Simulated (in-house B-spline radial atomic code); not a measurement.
## Removing one electron from Cd

Closed shell [Kr] 4d10 5s2. Computed with an all-electron radial atomic-structure program (B-spline basis): Koopmans values of Dirac-Hartree-Fock plus a diagonal self-energy, in second order or with its direct term screened (direct RPA, with the hole-particle interaction, or full time-dependent Hartree-Fock), linearised in energy; no-pair Dirac-Coulomb Hamiltonian, finite nucleus. Shifts add to the Koopmans value (the ΔSCF shift is orbital relaxation alone); the final value takes TDHF screening with Breit and QED.

Command:
```bash
python run_mb.py task.json out
```
Settings (nuclear radius in fm, box in bohr, cutoff in hartree):
```
basis_form          2
Z                   48
core_configuration  [Kr] 4d10 5s2
rms_radius          4.6087
mass_number         114
speed_of_light      137.036
box_radius          30.116
lmax                7
intervals           66
virtual_cutoff      9216.0
```

Cost of the run: 58 s on 1 thread of Intel(R) Xeon(R) 6975P-C (shared host).

Energies in eV:

| subshell | Koopmans | ΔSCF shift | second order | direct RPA | hole-particle | TDHF | Breit + QED | final |
| --- | --- | --- | --- | --- | --- | --- | --- | --- |
| 5s1/2 | 7.658 | -0.305 | ? | ? | ? | ? | ? | ? |

(1) What does the self-energy do to 5s1/2?

## Answers

(1) It shifts the removal energy by 1.460 eV in second order, 0.680 with direct RPA, 0.630 with the hole-particle term and 0.796 with TDHF screening (quasi-particle weight 0.914); Breit and QED add -0.011 eV. The final value is 8.443 eV, against 8.994 eV (NIST, measured).
